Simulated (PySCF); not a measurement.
Ligands exchanged one at a time, Ge Cl-H. Gas-phase values, no solvent. Strings in code marks are SMILES.

Computed with PySCF 2.14.0 with TPSSh-D3(BJ)/def2-TZVP // CAM-B3LYP-D3(BJ)/def2-TZVP. Excitations are Tamm–Dancoff values on a coarser integration grid. The basis has no diffuse functions, so Rydberg states are missing or too high.

```
species                                               LUMO (eV)  S1 excitation (TDA) (eV)  S1 oscillator strength
----------------------------------------------------  ---------  ------------------------  ----------------------
0 of 4 Cl replaced by H (`[Cl][Ge]([Cl])([Cl])[Cl]`)      -2.72                      5.70                     ___
1 of 4 Cl replaced by H (`[Cl][GeH]([Cl])[Cl]`)           -1.89                       ___                     ___
2 of 4 Cl replaced by H (`[Cl][GeH2][Cl]`)                -1.14                      6.73                   0.026
3 of 4 Cl replaced by H (`[Cl][GeH3]`)                    -0.67                      6.86                   0.014
4 of 4 Cl replaced by H                                       –                         –                       –
```

Q: Complete the blanks.

A: 
- 0 of 4 Cl replaced by H (`[Cl][Ge]([Cl])([Cl])[Cl]`), S1 oscillator strength: 0.000
- 1 of 4 Cl replaced by H (`[Cl][GeH]([Cl])[Cl]`), S1 excitation (TDA) (eV): 6.25
- 1 of 4 Cl replaced by H (`[Cl][GeH]([Cl])[Cl]`), S1 oscillator strength: 0.000
